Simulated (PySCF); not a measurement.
Electrostatic solvation of a mixed set.

All values: PBE0/pcSseg-1 (PySCF, non-relativistic), each on one gas-phase PBE0-D3(BJ)/def2-SVP geometry that isn't relaxed in the solvent. The solvent is an IEF-PCM continuum (Bondi radii, 1.10 Å for H, scaled by 1.2). Only the electrostatic response of the medium enters.

Question: Order them by E(solvent) − E(gas) in benzene (ε = 2.271), most negative first (kcal/mol).
A. `[F:1][CH:2]([F:3])[O:4][C@H:5]1[CH2:6][CH2:7][SiH2:8][O:9]1` with F1–C2–O4–C5 -77°, C2–O4–C5–C6 177°, O4–C5–C6–C7 76°, C5–C6–C7–Si8 33°, C6–C7–Si8–O9 -15°, C7–Si8–O9–C5 -8°
B. `[F:1][CH:2]([F:3])[CH:4]1[CH2:5][O:6][SiH2:7][O:8][CH2:9]1` with F1–C2–C4–C5 63°, C2–C4–C5–O6 178°, C4–C5–O6–Si7 50°, C5–O6–Si7–O8 -39°, O6–Si7–O8–C9 39°
C. `[O:1]=[C:2]([O:3][SiH3:4])[CH:5]([CH2:6][F:7])[CH2:8][F:9]` with O1–C2–O3–Si4 -1°, O1–C2–C5–C6 7°, C2–C5–C6–F7 -175°, C2–C5–C8–F9 -59°
D. `[CH3:1][PH2+:2][c:3]1[cH:4][cH:5][o:6][cH:7]1` (charge +1) with C1–P2–C3–C4 179°

Answer: D (-32.5), C (-2.8), B (-2.6), A (-2.2).

| SMILES | charge | ΔE (kcal/mol) | polarisation term (kcal/mol) | HOMO shift (eV) | dipole gas (D) | dipole solvent (D) | atoms |
| --- | --- | --- | --- | --- | --- | --- | --- |
| C[PH2+]c1ccoc1 | 1 | -32.5 | -32.8 | +2.28 | – | – | 15 |
| O=C(O[SiH3])C(CF)CF | 0 | -2.8 | -2.9 | +0.02 | 2.54 | 2.80 | 17 |
| FC(F)C1CO[SiH2]OC1 | 0 | -2.6 | -2.7 | +0.08 | 1.23 | 1.41 | 17 |
| FC(F)O[C@H]1CC[SiH2]O1 | 0 | -2.2 | -2.4 | +0.10 | 3.02 | 3.27 | 17 |

The ion comes first with 32.5 kcal/mol, the neutral species gain 2.8 at most. The polarisation term is half the interaction of the solute with the induced surface charges. No dipole is given for ions, as it depends on the origin.
